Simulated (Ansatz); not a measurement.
Ansatz (a first-principles code) input:

Ansatz 0.2 input:
```yaml
crystal:
  periodic: [false, false, false]
  atoms:
    - {symbol: Ta, position_ang: [0.08377737, 0.15091545, 0.05662965]}
    - {symbol: O, position_ang: [1.29835533, -0.89852219, -0.45810981]}
    - {symbol: F, position_ang: [-0.82470385, -0.77739098, 1.34254634]}
    - {symbol: F, position_ang: [-1.00891733, 0.35198536, -1.39466697]}
basis:
  gaussian:
    orbitals: def2-SVPD
total_charge: 1
magnetization: {spin_polarized: false}
correlation: {method: ccsd_t, electrons: outside_noble_gas}
output: {forces: true}
```

Problem. What final total energy does it print?

Solution. -330.50360 Eh (CCSD(T)/def2-SVPD). The basis has 104 functions. The run takes very roughly 80 core-seconds.
